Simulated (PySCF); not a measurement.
Working out the ionisation energy of Mo

Mo [Kr] 4d5 5s1 (7S) → Mo⁺ [Kr] 4d5 (6S). Computed with PySCF 2.14 in x2c-TZVPPall with one added diffuse shell each of s, p, d, f type (9s7p7d3f1g, 95 functions), with scalar relativity by spin-free X2C-1e. Frozen: [Ar] 3d10. Energies in hartree (1 hartree = 27.21139 eV):

| part | Mo (lower) | Mo⁺ (upper) |
| --- | --- | --- |
| UHF | -4046.193191 | -4045.963336 |
| MP2 opposite-spin | -0.214632 | -0.207158 |
| MP2 same-spin | -0.148375 | -0.124337 |

Question: What does Hartree-Fock give?

Answer: (-4045.963336) − (-4046.193191) = 0.229855 hartree = 6.255 eV.

Question: What do MP2 and SCS-MP2 (6/5 opposite-spin, 1/3 same-spin) give?

Answer: The opposite-spin parts differ by 0.203 eV and the same-spin parts by 0.654 eV. MP2: 6.255 + (0.203) + (0.654) = 7.112 eV. SCS-MP2: 6.255 + 1.2 × (0.203) + (0.654)/3 = 6.717 eV.

Measured between the centres of the two terms (NIST): 7.092 eV, so MP2 (valence and next inner shell) is off by 0.020 eV.

What remains against the reference includes basis incompleteness, the frozen core and correlation beyond second order.
